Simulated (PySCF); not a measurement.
Does the answer move with the share of exact exchange?

Species: C2H7GaS.
Bonds: C1–S2, S2–Ga3, Ga3–C4. Hydrogens: H5, H6, H7 on C1; H8 on Ga3; H9, H10, H11 on C4.

Torsions of this conformer, `[CH3:1][S:2][GaH:3][CH3:4]`: C1–S2–Ga3–C4 178°.

PySCF, def2-SVPD basis, density fitting, gas phase, PBE0-D3(BJ)/def2-SVP geometry; singlet excitations by full TDDFT with frozen cores, triplets by Tamm–Dancoff TDDFT and ionisation energies by ΔSCF, from the lowest of the holes tried. One functional is left out:

```tsv
functional	exact exchange (%)	HOMO energy (eV)	LUMO energy (eV)	lowest singlet excitation (eV)	lowest triplet excitation (eV)	dipole moment (D)	mean polarisability (au)	vertical ionisation energy (eV)
LDA	0	-5.94	-2.01	4.52	3.70	1.031	83.7	9.15
PBE	0	-5.84	-1.77	4.60	3.75	1.032	82.4	8.97
B3LYP	20	-6.73	-1.26	4.88	4.06	1.116	80.0	9.04
BHandHLYP	50	-7.94	-0.27	5.42	4.56	1.270	76.3	8.90
```

Q: Predict the row of PBE0 (25 % exact exchange) by straight lines through the other rows, and check it.

A: 
| property | line | computed | computed − line | B3LYP (20 %), for comparison |
| --- | --- | --- | --- | --- |
| HOMO energy (eV) | -6.92 | -6.95 | -0.03 | -6.73 |
| LUMO energy (eV) | -1.08 | -1.01 | +0.07 | -1.26 |
| lowest singlet excitation (eV) | 4.98 | 5.05 | +0.07 | 4.88 |
| lowest triplet excitation (eV) | 4.14 | 4.19 | +0.05 | 4.06 |
| dipole moment (D) | 1.148 | 1.186 | +0.038 | 1.116 |
| mean polarisability (au) | 79.6 | 78.6 | -1.0 | 80.0 |
| vertical ionisation energy (eV) | 8.99 | 9.00 | +0.01 | 9.04 |
